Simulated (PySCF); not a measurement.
CdCl, SMILES [Cl][Cd+], charge +1.

Geometry optimised at B3LYP-D3(BJ)/def2-TZVPD. The multiplicity is an assumed one; other spin states were not compared. The def2 effective core potentials stand for the cores of Cd; spin–orbit coupling is left out.

Level of theory: M06-2X/def2-TZVPD run with PySCF.

Gas-phase values at a fixed geometry.

Task: Estimate the frontier levels, gap, dipole moment and polarisability. (The exact figures need the calculation; the answer reports its results.)

Result: 
- highest occupied level: -15.63 eV
- lowest empty level: -10.02 eV
- orbital gap: 5.61 eV
- dipole moment about the centre of nuclear charge: 5.57 D
- mean static polarisability: 35.0 bohr³ (5.18 Å³)
- polarisability, principal values: 26.0, 26.0, 52.9 bohr³
